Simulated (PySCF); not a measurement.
# C₆ coefficients of unlike pairs at PBE0

Calculated with PySCF 2.14 from the dipole response of each species, C₆(A,B) = (3/π) ∫ α_A(iu) α_B(iu) du, in atomic units, from isotropic polarisabilities. For ions this is the dispersion term alone; charge-induced terms of lower order in 1/R come first.

```json
{"species": "In(3+)", "configuration": "[Kr] 4d10 (1S)", "basis": "aug-cc-pwCVTZ-PP with ECP28MDF (8s7p6d4f1g)", "relativity": "core potential", "α (bohr³)": "3.374", "C₆ (like pair)": "14.56"}
{"species": "Sc(3+)", "configuration": "[Ar] (1S)", "basis": "x2c-TZVPPall with one added diffuse shell each of s, p, d, f type (7s6p5d3f1g)", "relativity": "spin-free X2C", "α (bohr³)": "2.120", "C₆ (like pair)": "5.443"}
{"species": "B+", "configuration": "[He] 2s2 (1S)", "basis": "x2c-QZVPPall with one added diffuse shell each of s, p, d, f type (8s5p4d3f1g)", "relativity": "spin-free X2C", "α (bohr³)": "10.74", "C₆ (like pair)": "29.19"}
{"species": "Sn", "configuration": "[Kr] 4d10 5s2 5p2 (3P)", "basis": "dyall-av2z (22s16p12d)", "relativity": "none", "α (bohr³)": "59.01", "C₆ (like pair)": "648.4"}
```

**Question.** Estimate C₆ for B+ with In(3+).

**Answer.** The integral gives 15.57. The combination rule 2 C_A C_B / (C_A α_B/α_A + C_B α_A/α_B) gives 15.31 and the geometric mean 20.62.

No spin-orbit coupling is included.

The other pairs:

```json
{"pair": "Sc(3+), In(3+)", "C₆": "8.872"}
{"pair": "Sn, B+", "C₆": "136.3"}
{"pair": "Sn, Sc(3+)", "C₆": "42.10"}
{"pair": "Sn, In(3+)", "C₆": "66.89"}
{"pair": "B+, Sc(3+)", "C₆": "9.787"}
```
